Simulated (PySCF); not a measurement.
CHF, SMILES [CH]F (connectivity only; charge and spin as stated), neutral, multiplicity 1. Atoms are numbered in the order given.

```xyz
3

C     -0.1883    -0.7007     0.0000
F      0.0307     0.5914     0.0000
H      0.8536    -1.1187     0.0000
```
Charge 0, spin multiplicity 1.

Geometry: B3LYP-D3(BJ)/def2-TZVPD. The isomer is the one that the SMILES or the coordinates give; other isomers of the formula were not compared.

Calculation: PySCF with B3LYP/pcSseg-2.

GIAO shieldings, no solvent; atoms alike by connectivity are averaged. δ = σ(ref) − σ: ¹³C against TMS (σ = 181.3 ppm); ¹⁹F against CFCl3 (σ = 159.6 ppm); ¹H against TMS (σ = 31.68 ppm), references at their B3LYP-D3(BJ)/def2-TZVP geometries, non-relativistic.

```csv
nucleus,atoms,count,δ (ppm)
¹³C,C1,1,767.3
¹⁹F,F2,1,699.7
¹H,H3,1,19.05
```
